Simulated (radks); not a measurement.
Q: Radial electron density D(r) = 4 pi r^2 rho(r) of an atom or ion with 25 electrons. Method: Dirac Kohn-Sham, BLYP, spin-unpolarised, spherical densities, point nucleus; computed with a radial shooting solver on a logarithmic mesh with Libxc functionals.

r (bohr)  D(r) (e/bohr)
0.001731         0.6512
0.001967         0.8249
0.002254          1.058
0.002562          1.335
0.002911          1.680
0.003309          2.108
0.003791          2.675
0.004309          3.333
0.004897          4.137
0.00561           5.178
0.006377          6.362
0.007247          7.768
0.008237          9.421
0.009437          11.47
0.01073           13.67
0.01219           16.13
0.01397           19.00
0.01587           21.87
0.01804           24.81
0.0205            27.69
0.02349           30.50
0.0267            32.71
0.03035           34.31
0.03477           35.17
0.03951           35.10
0.04491           34.21
0.05104           32.70
0.05848           30.78
0.06646           29.19
0.07554           28.32
0.08654           28.64
0.09836           30.26
0.1118            32.93
0.1271            36.01
0.1456            38.70
0.1654            39.68
0.188             38.48
0.2154            34.81
0.2448            29.81
0.2783            24.56
0.3163            20.39
0.3624            18.08
0.4118            17.97
0.4681            19.03
0.5363            20.08
0.6095            19.86
0.6927            18.06
0.7873            14.97
0.902             11.14
1.025             7.851
1.165             5.359
1.335             3.649
1.517             2.675
1.724             2.005
1.96              1.443
2.245            0.9085
2.552            0.5061
2.9              0.2367
3.323           0.08453
3.777           0.02512
4.293          0.005684
4.879         0.0009540

What is the nuclear charge?

A: Z = 29. The innermost maximum, from 1s, lies near gamma/Z bohr with gamma = sqrt(1 - (Z/c)^2) = 0.977, here 0.0337 bohr (found: 0.0368), and its height grows with Z. The density is that of the copper ion Cu4+ in [Ne] 3p6 3d7 4s2; the configuration itself is not fixed sharply by these data, and Z only to about a unit. D(r) has 3 maxima, at r = 0.0368, 0.165, 0.563 bohr, and minima at 0.0786, 0.389 bohr, inside which lie 2.11, 11.07 electrons.
